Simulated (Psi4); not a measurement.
CuF, singlet, at a GFN2-xTB geometry (such geometries of metal compounds can be far from the true shape); PBE0/cc-pVDZ (Psi4).

Psi4 was given this input:
```
memory 2 GB

molecule {
0 1
Cu   -0.00000000   -0.00000000   -0.40615773
F     0.00000000    0.00000000    1.30873047
}

set {
  basis cc-pvdz
  scf_type pk
  puream true
  d_convergence 1e-8
  dft_radial_points 99
  dft_spherical_points 590
}

energy('pbe0')
print_variables()
```

### Question
What does Psi4 print? Leave out banner, timings and long lists.

### Answer

```
   => Loading Basis Set <=

    Name: CC-PVDZ
    Role: ORBITAL
    Keyword: BASIS

         ---------------------------------------------------------
                                   SCF
               by Justin Turney, Rob Parrish, Andy Simmonett
                          and Daniel G. A. Smith
                              RKS Reference
         ---------------------------------------------------------

  ==> Geometry <==

    Molecular point group: c2v
    Full point group: C_inf_v

    Geometry (in Angstrom), charge = 0, multiplicity = 1:

       Center              X                  Y                   Z               Mass
    ------------   -----------------  -----------------  -----------------  -----------------
         CU           0.000000000000     0.000000000000    -0.397667916360    62.929597720000
         F            0.000000000000     0.000000000000     1.317220283640    18.998403162730

  Running in c2v symmetry.

  Rotational constants: A = ************  B =      0.39281  C =      0.39281 [cm^-1]
  Rotational constants: A = ************  B =  11776.21912  C =  11776.21912 [MHz]
  Nuclear repulsion =   80.538924919344595

  Charge       = 0
  Multiplicity = 1
  Electrons    = 38
  Nalpha       = 19
  Nbeta        = 19

  ==> Algorithm <==

  SCF Algorithm Type is PK.
  DIIS enabled.
  MOM disabled.
  Fractional occupation disabled.
  Guess Type is SAD.
  Energy threshold   = 1.00e-06
  Density threshold  = 1.00e-08
  Integral threshold = 1.00e-12

  ==> Primary Basis <==

  Basis Set: CC-PVDZ
    Blend: CC-PVDZ
    Number of shells: 21
    Number of basis functions: 57
    Number of Cartesian functions: 64
    Spherical Harmonics?: true
    Max angular momentum: 3

  ==> DFT Potential <==

   => LibXC <=

    Version 7.1.2
    S. Lehtola, C. Steigemann, M. J. T. Oliveira, and M. A. L. Marques,  SoftwareX 7, 1–5 (2018) (10.1016/j.softx.2017.11.002)

   => Composite Functional: PBE0 <=

    PBE0 Hyb-GGA Exchange-Correlation Functional

    C. Adamo and V. Barone,  J. Chem. Phys. 110, 6158 (1999) (10.1063/1.478522)
    M. Ernzerhof and G. E. Scuseria,  J. Chem. Phys. 110, 5029 (1999) (10.1063/1.478401)

    Deriv               =              1
    GGA                 =           TRUE
    Meta                =          FALSE

    Exchange Hybrid     =           TRUE
    MP2 Hybrid          =          FALSE

   => Exchange Functionals <=

    0.7500   Perdew, Burke & Ernzerhof

   => Exact (HF) Exchange <=

    0.2500               HF

   => Correlation Functionals <=

    1.0000   Perdew, Burke & Ernzerhof

   => LibXC Density Thresholds  <==

    XC_HYB_GGA_XC_PBEH:  1.00E-15

   => Molecular Quadrature <=

    Radial Scheme          =       TREUTLER
    Pruning Scheme         =           NONE
    Nuclear Scheme         =       TREUTLER

    Blocking Scheme        =         OCTREE
    BS radius alpha        =              1
    Pruning alpha          =              1
    Radial Points          =             99
    Spherical Points       =            590
    Total Points           =         112083
    Total Blocks           =            936
    Max Points             =            256
    Max Functions          =             57
    Weights Tolerance      =       1.00E-15

  ==> Integral Setup <==

  Using in-core PK algorithm.
   Calculation information:
      Number of atoms:                   2
      Number of AO shells:              21
      Number of primitives:            196
      Number of atomic orbitals:        64
      Number of basis functions:        57

      Integral cutoff                 1.00e-12
      Number of threads:                 1

  Performing in-core PK
  Using 2734062 doubles for integral storage.
  We computed 26790 shell quartets total.
  Whereas there are 26796 unique shell quartets.

  ==> DiskJK: Disk-Based J/K Matrices <==

    J tasked:                  Yes
    K tasked:                  Yes
    wK tasked:                  No
    Schwarz Cutoff:          1E-12

  Minimum eigenvalue in the overlap matrix is 1.0241613469E-02.
  Reciprocal condition number of the overlap matrix is 3.0740943255E-03.
    Using symmetric orthogonalization.

  ==> Pre-Iterations <==

  SCF Guess: Superposition of Atomic Densities via on-the-fly atomic UHF (no occupation information).

   -------------------------
    Irrep   Nso     Nmo
   -------------------------
     A1        26      26
     A2         5       5
     B1        13      13
     B2        13      13
   -------------------------
    Total      57      57
   -------------------------

  ==> Iterations <==

                        Total Energy        Delta E     RMS |[F,P]|

   @RKS iter SAD: -1737.38618230524253   -1.73739e+03   0.00000e+00
    Occupation by irrep:
             A1    A2    B1    B2
    DOCC [    11,    0,    4,    4 ]
    NA   [    11,    0,    4,    4 ]
    NB   [    11,    0,    4,    4 ]

   @RKS iter   1: -1737.16418209503968    2.22000e-01   1.24304e-01 ADIIS
    Occupation by irrep:
             A1    A2    B1    B2
    DOCC [    10,    1,    4,    4 ]
    NA   [    10,    1,    4,    4 ]
    NB   [    10,    1,    4,    4 ]

   @RKS iter   2: -1702.15181291042063    3.50124e+01   2.61707e-01 ADIIS
   @RKS iter   3: -1737.88065972750405   -3.57288e+01   1.13998e-01 ADIIS
   @RKS iter   4: -1739.95288731254732   -2.07223e+00   2.31334e-02 ADIIS/DIIS
   @RKS iter   5: -1740.00545857091993   -5.25713e-02   1.64757e-02 ADIIS/DIIS
   @RKS iter   6: -1740.05851323867569   -5.30547e-02   1.95726e-03 ADIIS/DIIS
   @RKS iter   7: -1740.05980885658141   -1.29562e-03   6.35297e-04 ADIIS/DIIS
   @RKS iter   8: -1740.05991965433236   -1.10798e-04   1.51133e-04 ADIIS/DIIS
   @RKS iter   9: -1740.05992802562082   -8.37129e-06   5.35778e-05 DIIS
   @RKS iter  10: -1740.05992915274419   -1.12712e-06   1.31129e-05 DIIS
   @RKS iter  11: -1740.05992919591495   -4.31708e-08   9.08259e-07 DIIS
   @RKS iter  12: -1740.05992919630921   -3.94266e-10   8.99484e-08 DIIS
   @RKS iter  13: -1740.05992919631353   -4.32010e-12   3.91055e-08 DIIS
   @RKS iter  14: -1740.05992919631490   -1.36424e-12   2.08256e-09 DIIS
  Energy and wave function converged.

  ==> Post-Iterations <==

   Electrons on quadrature grid:
      Ntotal   =   37.9999995955 ; deviation = -4.045e-07

    Orbital Energies [Eh]
    ---------------------

    Doubly Occupied:

       1A1  -323.333659     2A1   -38.930816     1B2   -34.097421
       1B1   -34.097421     3A1   -34.097163     4A1   -24.676967
       5A1    -4.359543     6A1    -2.842464     2B2    -2.835386
       2B1    -2.835386     7A1    -1.084163     8A1    -0.396761
       3B1    -0.361892     3B2    -0.361892     1A2    -0.306068
       9A1    -0.306068     4B1    -0.277298     4B2    -0.277298
      10A1    -0.264907

    Virtual:

      11A1    -0.104209     5B2     0.015314     5B1     0.015314
      12A1     0.069834    13A1     0.098746     6B1     0.210563
       6B2     0.210563    14A1     0.312092    15A1     0.451011
       2A2     0.451011     7B2     0.497953     7B1     0.497953
      16A1     0.587991    17A1     0.976837    18A1     1.315314
       8B1     1.361773     8B2     1.361773     9B1     1.382080
       9B2     1.382080    19A1     1.461306    20A1     2.358208
      21A1     2.803828    22A1     2.810700     3A2     2.810700
      10B2     2.814506    10B1     2.814506     4A2     3.685406
      23A1     3.685407    11B2     3.700723    11B1     3.700723
      24A1     3.983180     5A2     4.836658    25A1     4.836658
      12B1     4.840854    12B2     4.840854    13B2     4.869246
      13B1     4.869246    26A1     5.126987

    Final Occupation by Irrep:
             A1    A2    B1    B2
    DOCC [    10,    1,    4,    4 ]
    NA   [    10,    1,    4,    4 ]
    NB   [    10,    1,    4,    4 ]

  @RKS Final Energy: -1740.05992919631490

   => Energetics <=

    Nuclear Repulsion Energy =             80.5389249193445949
    One-Electron Energy =               -2588.6691538945974571
    Two-Electron Energy =                 826.5443750923884636
    DFT Exchange-Correlation Energy =     -58.4740753134503066
    Empirical Dispersion Energy =           0.0000000000000000
    VV10 Nonlocal Energy =                  0.0000000000000000
    Total Energy =                      -1740.0599291963148971

Computation Completed

Properties will be evaluated at   0.000000,   0.000000,   0.000000 [a0]

Properties computed using the SCF density matrix

 Multipole Moments:

 ------------------------------------------------------------------------------------
     Multipole            Electronic (a.u.)      Nuclear  (a.u.)        Total (a.u.)
 ------------------------------------------------------------------------------------

 L = 1.  Multiply by 2.5417464519 to convert [e a0] to [Debye]
 Dipole X            :          0.0000000            0.0000000            0.0000000
 Dipole Y            :          0.0000000            0.0000000            0.0000000
 Dipole Z            :         -2.4186786            0.6096502           -1.8090284
 Magnitude           :                                                    1.8090284

 ------------------------------------------------------------------------------------

  Variable Map:
  ----------------------------------------------------------------------------
  "CURRENT ENERGY"              =>   -1740.059929196315
  "CURRENT REFERENCE ENERGY"    =>   -1740.059929196315
  "DD SOLVATION ENERGY"         =>       0.000000000000
  "DFT FUNCTIONAL TOTAL ENERGY" =>   -1740.059929196315
  "DFT TOTAL ENERGY"            =>   -1740.059929196315
  "DFT VV10 ENERGY"             =>       0.000000000000
  "DFT XC ENERGY"               =>     -58.474075313450
  "GRID ELECTRONS ALPHA"        =>      18.999999797731
  "GRID ELECTRONS BETA"         =>      18.999999797731
  "GRID ELECTRONS TOTAL"        =>      37.999999595462
  "NUCLEAR REPULSION ENERGY"    =>      80.538924919345
  "ONE-ELECTRON ENERGY"         =>   -2588.669153894597
  "PCM POLARIZATION ENERGY"     =>       0.000000000000
  "PE ENERGY"                   =>       0.000000000000
  "SCF ITERATION ENERGY"        =>   -1740.059929196315
  "SCF ITERATIONS"              =>      14.000000000000
  "SCF TOTAL ENERGY"            =>   -1740.059929196315
  "TWO-ELECTRON ENERGY"         =>     826.544375092388
  "XC GRID RADIAL POINTS"       =>      99.000000000000
  "XC GRID SPHERICAL POINTS"    =>     590.000000000000
  "XC GRID TOTAL POINTS"        =>  112083.000000000000

  Array Variable Map:
  ----------------------------------------------------------------------------
  "CURRENT DIPOLE"              =>       0.000000000000 ... -1.809028406119 1 by 3
  "SCF DIPOLE"                  =>       0.000000000000 ... -1.809028406119 1 by 3
  "SCF TOTAL ENERGIES"          =>   -1737.386182305243 ... -1740.059929196315 1 by 15
```
